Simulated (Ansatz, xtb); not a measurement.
## Isomers of CH5GeN in order of energy

5 gas-phase structures of CH5GeN, found in a search over its isomers (lower ones may exist). Each was relaxed with GFN2-xTB:

A. a singlet given by its coordinates
B. `[CH3][Ge-]=[NH2+]`, a singlet
C. `N[CH2][GeH]`, a singlet
D. `C=[N][GeH3]`, a singlet
E. a singlet given by its coordinates

E (Å):

```xyz
8

C    -0.7821   -1.0163    1.5067
Ge    1.0439   -1.2952    2.2964
N    -0.0383   -1.9029    0.5708
H    -1.1434   -0.1150    1.0209
H    -1.6240   -1.5507    1.9420
H    -0.5034   -2.7840    0.3858
H     0.1727   -1.4413   -0.3031
H     1.6379   -0.1042    1.3676
```

Close contacts (Å): C1–Ge2 2.01, C1–N3 1.49, Ge2–N3 2.13, C1–H4 1.09, C1–H5 1.09, Ge2–H8 1.62, N3–H6 1.01, N3–H7 1.01.

A (Å):

```json
{"atom": "C", "x (Å)": "1.1400", "y (Å)": "-0.1247", "z (Å)": "0.9584"}
{"atom": "Ge", "x (Å)": "0.4527", "y (Å)": "-1.7804", "z (Å)": "1.2369"}
{"atom": "N", "x (Å)": "-0.7709", "y (Å)": "-1.6277", "z (Å)": "-0.7972"}
{"atom": "H", "x (Å)": "-1.7537", "y (Å)": "-1.8666", "z (Å)": "-0.7724"}
{"atom": "H", "x (Å)": "1.8313", "y (Å)": "0.3064", "z (Å)": "1.6746"}
{"atom": "H", "x (Å)": "0.9699", "y (Å)": "0.5559", "z (Å)": "0.1310"}
{"atom": "H", "x (Å)": "-0.6764", "y (Å)": "-0.6350", "z (Å)": "-0.9684"}
{"atom": "H", "x (Å)": "-0.3288", "y (Å)": "-2.1287", "z (Å)": "-1.5569"}
```

Close contacts (Å): C1–Ge2 1.81, Ge2–N3 2.38, C1–H5 1.08, C1–H6 1.08, N3–H4 1.01, N3–H7 1.01, N3–H8 1.01.

Question: Estimate their order in r2SCAN-D4/def2-SVP energy at these geometries, lowest first.

Answer: Calculated order at r2SCAN-D4/def2-SVP: B (0.0), E (26.8), D (28.5), A (30.3), C (43.0) kcal/mol.

Energies above the lowest of each column, in kcal/mol; the last columns are at B3LYP-D4/def2-TZVP geometries and were run for some of them only (a dash: not run or not comparable):

| structure | GFN2-xTB | HF/STO-3G | r2SCAN-D4/def2-SVP | B3LYP-D4/def2-TZVP | CCSD(T)/def2-TZVP |
| --- | --- | --- | --- | --- | --- |
| B | 0.0 | 0.0 | 0.0 | 0.0 | 0.0 |
| E | 26.0 | 36.4 | 26.8 | 30.7 | 30.5 |
| D | 33.6 | 11.4 | 28.5 | 28.5 | 24.5 |
| A | 49.8 | 72.7 | 30.3 | – | – |
| C | 31.7 | 53.3 | 43.0 | – | – |

Every level run on B puts it lowest or level with the lowest. CCSD(T)/def2-TZVP orders those it was run on as B (0.0), D (24.5), E (30.5) kcal/mol. Flexible structures stand in one conformer each, not always the lowest. Frequencies (B3LYP-D4/def2-TZVP) were run for B, D, E alone.

Over these structures GFN2-xTB departs from r2SCAN-D4/def2-SVP by 7.9 kcal/mol on average once a common shift is removed. A GFN2-xTB relaxation took about 0.55 s and the r2SCAN-D4/def2-SVP energy about 2.9 s on a shared host (Ansatz 0.2.0, xtb 6.7.1).
